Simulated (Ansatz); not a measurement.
Ansatz (a first-principles code) input (HF/6-31G* with LANL2DZ past Ar): The .json file joins the Basis Set Exchange's 6-31G* for atoms up to Ar and LANL2DZ past it.

Ansatz 0.2 input:
```yaml
crystal:
  periodic: [false, false, false]
  atoms:
    - {symbol: Li, position_ang: [-0.00000000, -0.00000000, -3.75001755]}
    - {symbol: Cs, position_ang: [0.00000000, 0.00000000, 0.20454641]}
basis:
  gaussian:
    orbitals: 6-31Gs+LANL2DZ.json
hamiltonian:
  xc: {name: HF}
phonons: {temperatures: {t_min: 298.15, t_max: 298.15, t_step: 100}}
```

Output:

```
Functional definition: HF
integrals: 0.00 GiB planned
360 factors; integrals over basis functions are off by at most 9.1e-5 eV
mean field: 0.04 GiB planned
mean field evaluation 1: about -735.5860 eV, gradient 1.5e0 eV
mean field evaluation 2: about -735.5868 eV, gradient 1.5e0 eV
mean field evaluation 4: about -735.6307 eV, gradient 1.1e-1 eV
mean field evaluation 8: about -735.6311 eV, gradient 1.6e-5 eV
mean field -735.63107164 eV, -27.0339432541 hartree, gradient 1.6e-5 eV, S^2 0.000000; 0 other end points of the search recorded, 0 dependent functions left out
the calculation of the forces begins
reference -735.63107164 eV, -27.0339432541 hartree; 6, 6 occupied and 21, 21 virtual orbitals, 360 factors
these checks for a lower state are left out or cut short: stability, starts, cluster_reference, orbital_swaps, neighbouring_geometries, increment
integrals: 0.00 GiB planned
360 factors; integrals over basis functions are off by at most 9.1e-5 eV
mean field: 0.04 GiB planned
mean field -735.63107164 eV, -27.0339432541 hartree, gradient 8.3e-8 eV, S^2 0.000000; 0 other end points of the search recorded, 0 dependent functions left out
the calculation of the forces begins
reference -735.63107164 eV, -27.0339432541 hartree; 6, 6 occupied and 21, 21 virtual orbitals, 360 factors
these checks for a lower state are left out or cut short: stability, starts, cluster_reference, orbital_swaps, neighbouring_geometries, increment
integrals: 0.00 GiB planned
360 factors; integrals over basis functions are off by at most 9.1e-5 eV
mean field: 0.04 GiB planned
mean field evaluation 16: about -735.6311 eV, gradient 1.5e-3 eV
mean field -735.63107164 eV, -27.0339432541 hartree, gradient 8.3e-8 eV, S^2 0.000000; 0 other end points of the search recorded, 0 dependent functions left out
the calculation of the forces begins
reference -735.63107164 eV, -27.0339432541 hartree; 6, 6 occupied and 21, 21 virtual orbitals, 360 factors
these checks for a lower state are left out or cut short: stability, starts, cluster_reference, orbital_swaps, neighbouring_geometries, increment
integrals: 0.00 GiB planned
360 factors; integrals over basis functions are off by at most 9.1e-5 eV
mean field: 0.04 GiB planned
mean field -735.63107164 eV, -27.0339432541 hartree, gradient 8.3e-8 eV, S^2 0.000000; 0 other end points of the search recorded, 0 dependent functions left out
the calculation of the forces begins
reference -735.63107164 eV, -27.0339432541 hartree; 6, 6 occupied and 21, 21 virtual orbitals, 360 factors
these checks for a lower state are left out or cut short: stability, starts, cluster_reference, orbital_swaps, neighbouring_geometries, increment
integrals: 0.00 GiB planned
360 factors; integrals over basis functions are off by at most 9.1e-5 eV
mean field: 0.04 GiB planned
mean field -735.63107164 eV, -27.0339432541 hartree, gradient 8.3e-8 eV, S^2 0.000000; 0 other end points of the search recorded, 0 dependent functions left out
the calculation of the forces begins
reference -735.63107164 eV, -27.0339432541 hartree; 6, 6 occupied and 21, 21 virtual orbitals, 360 factors
these checks for a lower state are left out or cut short: stability, starts, cluster_reference, orbital_swaps, neighbouring_geometries, increment
integrals: 0.00 GiB planned
360 factors; integrals over basis functions are off by at most 9.1e-5 eV
mean field: 0.04 GiB planned
mean field evaluation 32: about -735.6311 eV, gradient 4.1e-7 eV
mean field -735.63106968 eV, -27.0339431822 hartree, gradient 8.9e-6 eV, S^2 0.000000; 0 other end points of the search recorded, 0 dependent functions left out
the calculation of the forces begins
reference -735.63106968 eV, -27.0339431822 hartree; 6, 6 occupied and 21, 21 virtual orbitals, 360 factors
these checks for a lower state are left out or cut short: stability, starts, cluster_reference, orbital_swaps, neighbouring_geometries, increment
integrals: 0.00 GiB planned
360 factors; integrals over basis functions are off by at most 9.1e-5 eV
mean field: 0.04 GiB planned
mean field -735.63106944 eV, -27.0339431731 hartree, gradient 8.9e-6 eV, S^2 0.000000; 0 other end points of the search recorded, 0 dependent functions left out
the calculation of the forces begins
reference -735.63106944 eV, -27.0339431731 hartree; 6, 6 occupied and 21, 21 virtual orbitals, 360 factors
these checks for a lower state are left out or cut short: stability, starts, cluster_reference, orbital_swaps, neighbouring_geometries, increment
integrals: 0.00 GiB planned
360 factors; integrals over basis functions are off by at most 9.1e-5 eV
mean field: 0.04 GiB planned
mean field -735.63107164 eV, -27.0339432541 hartree, gradient 8.3e-8 eV, S^2 0.000000; 0 other end points of the search recorded, 0 dependent functions left out
the calculation of the forces begins
reference -735.63107164 eV, -27.0339432541 hartree; 6, 6 occupied and 21, 21 virtual orbitals, 360 factors
these checks for a lower state are left out or cut short: stability, starts, cluster_reference, orbital_swaps, neighbouring_geometries, increment
integrals: 0.00 GiB planned
360 factors; integrals over basis functions are off by at most 9.1e-5 eV
mean field: 0.04 GiB planned
mean field -735.63107164 eV, -27.0339432541 hartree, gradient 8.3e-8 eV, S^2 0.000000; 0 other end points of the search recorded, 0 dependent functions left out
the calculation of the forces begins
reference -735.63107164 eV, -27.0339432541 hartree; 6, 6 occupied and 21, 21 virtual orbitals, 360 factors
these checks for a lower state are left out or cut short: stability, starts, cluster_reference, orbital_swaps, neighbouring_geometries, increment
integrals: 0.00 GiB planned
360 factors; integrals over basis functions are off by at most 9.1e-5 eV
mean field: 0.04 GiB planned
mean field -735.63107164 eV, -27.0339432541 hartree, gradient 8.3e-8 eV, S^2 0.000000; 0 other end points of the search recorded, 0 dependent functions left out
the calculation of the forces begins
reference -735.63107164 eV, -27.0339432541 hartree; 6, 6 occupied and 21, 21 virtual orbitals, 360 factors
these checks for a lower state are left out or cut short: stability, starts, cluster_reference, orbital_swaps, neighbouring_geometries, increment
integrals: 0.00 GiB planned
360 factors; integrals over basis functions are off by at most 9.1e-5 eV
mean field: 0.04 GiB planned
mean field -735.63107164 eV, -27.0339432541 hartree, gradient 8.3e-8 eV, S^2 0.000000; 0 other end points of the search recorded, 0 dependent functions left out
the calculation of the forces begins
reference -735.63107164 eV, -27.0339432541 hartree; 6, 6 occupied and 21, 21 virtual orbitals, 360 factors
these checks for a lower state are left out or cut short: stability, starts, cluster_reference, orbital_swaps, neighbouring_geometries, increment
integrals: 0.00 GiB planned
360 factors; integrals over basis functions are off by at most 9.1e-5 eV
mean field: 0.04 GiB planned
mean field evaluation 64: about -735.6311 eV, gradient 8.9e-6 eV
mean field -735.63106944 eV, -27.0339431731 hartree, gradient 8.9e-6 eV, S^2 0.000000; 0 other end points of the search recorded, 0 dependent functions left out
the calculation of the forces begins
reference -735.63106944 eV, -27.0339431731 hartree; 6, 6 occupied and 21, 21 virtual orbitals, 360 factors
these checks for a lower state are left out or cut short: stability, starts, cluster_reference, orbital_swaps, neighbouring_geometries, increment
integrals: 0.00 GiB planned
360 factors; integrals over basis functions are off by at most 9.1e-5 eV
mean field: 0.04 GiB planned
mean field -735.63106968 eV, -27.0339431822 hartree, gradient 8.9e-6 eV, S^2 0.000000; 0 other end points of the search recorded, 0 dependent functions left out
the calculation of the forces begins
reference -735.63106968 eV, -27.0339431822 hartree; 6, 6 occupied and 21, 21 virtual orbitals, 360 factors
Total energy: -735.63107164 eV, -27.0339432541 hartree
Atom 0 at    -0.000000    -0.000000    -3.750018 Å, force     0.000000    -0.000000     0.000050 eV/Å
Atom 1 at     0.000000     0.000000     0.204546 Å, force    -0.000000     0.000000    -0.000050 eV/Å
Dipole moment:    -0.000000    -0.000000     1.418903 e Å
Vibrations: 165.67 cm⁻¹, zero-point energy 0.010270 eV
```

The blocks after the first are displaced geometries, from whose forces the wavenumbers follow.
